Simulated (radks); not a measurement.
Results of a calculation; reference values are marked as such.
Si3+, 11 electrons, occupied as [Ne] 3s0.75 4f0.25 (fractional occupations, a model configuration).

Level of theory: Dirac Kohn-Sham, revPBE, spin-unpolarised, spherical densities, finite nucleus; open shells are shared between the two j in proportion to 2j + 1; Fermi nuclear charge, rms radius 3.1224 fm (a radial shooting solver on a logarithmic mesh with Libxc functionals).

Energy parts (hartree):
part                      energy
total                 -287.53413
kinetic                288.44081
electron-nucleus      -671.10824
Hartree                114.97426
exchange-correlation   -19.84095

Orbitals (lengths in bohr, moments of r in powers of bohr):
[
 {"orbital": "1s1/2", "occ.": "2", "eigenvalue (hartree)": "-67.12400", "<r^2>": "0.01666"},
 {"orbital": "2s1/2", "occ.": "2", "eigenvalue (hartree)": "-6.55756", "<r^2>": "0.3812"},
 {"orbital": "2p1/2", "occ.": "2", "eigenvalue (hartree)": "-4.95649", "<r^2>": "0.3559"},
 {"orbital": "2p3/2", "occ.": "4", "eigenvalue (hartree)": "-4.93246", "<r^2>": "0.3586"},
 {"orbital": "3s1/2", "occ.": "0.75", "eigenvalue (hartree)": "-1.49420", "<r^2>": "3.836"},
 {"orbital": "3p1/2", "occ.": "0", "eigenvalue (hartree)": "-1.17275", "<r^2>": "4.774"},
 {"orbital": "3p3/2", "occ.": "0", "eigenvalue (hartree)": "-1.17029", "<r^2>": "4.794"},
 {"orbital": "4s1/2", "occ.": "0", "eigenvalue (hartree)": "-0.63455", "<r^2>": "18.31"},
 {"orbital": "4f5/2", "occ.": "0.107143", "eigenvalue (hartree)": "-0.36630", "<r^2>": "27.46"},
 {"orbital": "4f7/2", "occ.": "0.142857", "eigenvalue (hartree)": "-0.36629", "<r^2>": "27.46"}
]

The highest occupied level is 4f7/2 at -9.967 eV. The configuration is held as typed, so some empty levels lie below it. Summed over all electrons, <r^2> = 12.68 bohr^2, which gives a Langevin (diamagnetic) susceptibility term of -10 x 10^-6 cm^3/mol. The electron density at the nucleus is 1908 e/bohr^3. The density falls to 0.001 e/bohr^3 at r = 3.07 bohr.
